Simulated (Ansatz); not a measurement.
Harmonic frequencies (cm⁻¹) at PBE0-D4/def2-TZVP from Ansatz: 60, 84, 151, 192, 539, 655, 679, 730, 746, 1116, 1154, 1430, 3098, 3163, 3916.

Each molecule was computed in one conformer, which needn't be the lowest.

Which molecule is it?
A. `C[O][Zn][Cl]`
B. `[OH][Zn][CH2]Cl`
C. `C1O[SiH2]O[SiH2]1`
D. `NB1C[SiH2]1`

B.
